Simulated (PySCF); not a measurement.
silacyclobutane (C₃H₈Si), singlet, geometry from GFN2-xTB; MP2/STO-3G (PySCF).

Here is a job for PySCF.
```python
from pyscf import gto, scf, mp

mol = gto.M(
    atom='''
C     0.940169    0.398054    0.937563
C     0.999303   -0.746269   -0.095919
Si   -0.778820   -0.361444   -0.683195
C    -0.384486    1.070573    0.520355
H     1.797585    1.068609    0.885947
H     0.880944    0.008491    1.953051
H     1.768052   -0.579485   -0.848033
H     1.188862   -1.722218    0.345160
H    -1.810680   -1.298942   -0.236303
H    -0.962719   -0.022653   -2.094919
H    -0.221265    2.032382    0.037914
H    -1.067220    1.239897    1.349911
''',
    basis='sto-3g',
    charge=0,
    spin=0,
    verbose=4,
)

mf = scf.RHF(mol)
mf.kernel()

pt = mp.MP2(mf, frozen=8)
pt.kernel()
print('E(MP2) = %.10f' % pt.e_tot)
```

What the program printed (banner, timings and long lists left out):

```
PySCF version 2.14.0

[INPUT] verbose = 4
[INPUT] num. atoms = 12
[INPUT] num. electrons = 40
[INPUT] charge = 0
[INPUT] spin (= nelec alpha-beta = 2S) = 0
[INPUT] symmetry False subgroup None
[INPUT] Mole.unit = angstrom
[INPUT] Symbol           X                Y                Z      unit          X                Y                Z       unit  Magmom
[INPUT]  1 C      0.940169000000   0.398054000000   0.937563000000 AA    1.776661920806   0.752213042788   1.771737294526 Bohr   0.0
[INPUT]  2 C      0.999303000000  -0.746269000000  -0.095919000000 AA    1.888408985456  -1.410244025253  -0.181260640142 Bohr   0.0
[INPUT]  3 Si    -0.778820000000  -0.361444000000  -0.683195000000 AA   -1.471756500334  -0.683030169367  -1.291051439672 Bohr   0.0
[INPUT]  4 C     -0.384486000000   1.070573000000   0.520355000000 AA   -0.726573238730   2.023089766354   0.983328437548 Bohr   0.0
[INPUT]  5 H      1.797585000000   1.068609000000   0.885947000000 AA    3.396943335626   2.019378344245   1.674197190880 Bohr   0.0
[INPUT]  6 H      0.880944000000   0.008491000000   1.953051000000 AA    1.664742891079   0.016045664524   3.690731497308 Bohr   0.0
[INPUT]  7 H      1.768052000000  -0.579485000000  -0.848033000000 AA    3.341134053990  -1.095067943294  -1.602550114593 Bohr   0.0
[INPUT]  8 H      1.188862000000  -1.722218000000   0.345160000000 AA    2.246623579903  -3.254520346796   0.652257869155 Bohr   0.0
[INPUT]  9 H     -1.810680000000  -1.298942000000  -0.236303000000 AA   -3.421689299227  -2.454644631695  -0.446547952413 Bohr   0.0
[INPUT] 10 H     -0.962719000000  -0.022653000000  -2.094919000000 AA   -1.819275244915  -0.042807965900  -3.958823163148 Bohr   0.0
[INPUT] 11 H     -0.221265000000   2.032382000000   0.037914000000 AA   -0.418130250952   3.840645360496   0.071647076287 Bohr   0.0
[INPUT] 12 H     -1.067220000000   1.239897000000   1.349911000000 AA   -2.016753514658   2.343065752670   2.550962082538 Bohr   0.0

nuclear repulsion = 167.706755394756
number of shells = 22
number of NR pGTOs = 96
number of NR cGTOs = 32
basis = sto-3g
ecp = {}

******** <class 'pyscf.scf.hf.RHF'> ********
method = RHF
initial guess = minao
damping factor = 0
level_shift factor = 0
DIIS = <class 'pyscf.scf.diis.CDIIS'>
diis_start_cycle = 1
diis_space = 8
diis_damp = 0
SCF conv_tol = 1e-09
SCF conv_tol_grad = None
SCF max_cycles = 50
direct_scf = True
direct_scf_tol = 1e-13
Set gradient conv threshold to 3.16228e-05
Initial guess from minao.
init E= -402.853550107205
  HOMO = -0.246591936527411  LUMO = 0.298131064254553  gap/eV = 14.82267
cycle= 1 E= -402.460520532095  delta_E= 0.393  |g|= 0.211  |ddm|= 3.95
  HOMO = -0.315529128545105  LUMO = 0.434981558212125  gap/eV = 20.42244
cycle= 2 E= -402.47901278329  delta_E= -0.0185  |g|= 0.0531  |ddm|= 0.403
  HOMO = -0.33703318576808  LUMO = 0.424037504677617  gap/eV = 20.70979
cycle= 3 E= -402.480270203501  delta_E= -0.00126  |g|= 0.0148  |ddm|= 0.112
  HOMO = -0.332084696987115  LUMO = 0.427122725082615  gap/eV = 20.65909
cycle= 4 E= -402.480351368462  delta_E= -8.12e-05  |g|= 0.000743  |ddm|= 0.0276
  HOMO = -0.331897767844014  LUMO = 0.42732725021254  gap/eV = 20.65957
cycle= 5 E= -402.480351669107  delta_E= -3.01e-07  |g|= 0.000143  |ddm|= 0.00169
  HOMO = -0.331942311324436  LUMO = 0.427290542840695  gap/eV = 20.65978
cycle= 6 E= -402.480351679658  delta_E= -1.06e-08  |g|= 2.57e-05  |ddm|= 0.000316
  HOMO = -0.331947653809407  LUMO = 0.427286117545265  gap/eV = 20.65980
cycle= 7 E= -402.480351680155  delta_E= -4.97e-10  |g|= 4.69e-06  |ddm|= 7.73e-05
  HOMO = -0.331946369954297  LUMO = 0.427287391495372  gap/eV = 20.65980
Extra cycle  E= -402.480351680169  delta_E= -1.34e-11  |g|= 1.53e-06  |ddm|= 9.51e-06
converged SCF energy = -402.480351680169

******** <class 'pyscf.mp.mp2.RMP2'> ********
nocc = 12, nmo = 24
frozen orbitals 8
E(RMP2) = -402.67599791955  E_corr = -0.195646239380866
E(SCS-RMP2) = -402.697207903496  E_corr = -0.216856223327656
E_corr(same-spin) = -0.0206760737646723
E_corr(oppo-spin) = -0.174970165616194
E(MP2) = -402.6759979195
```
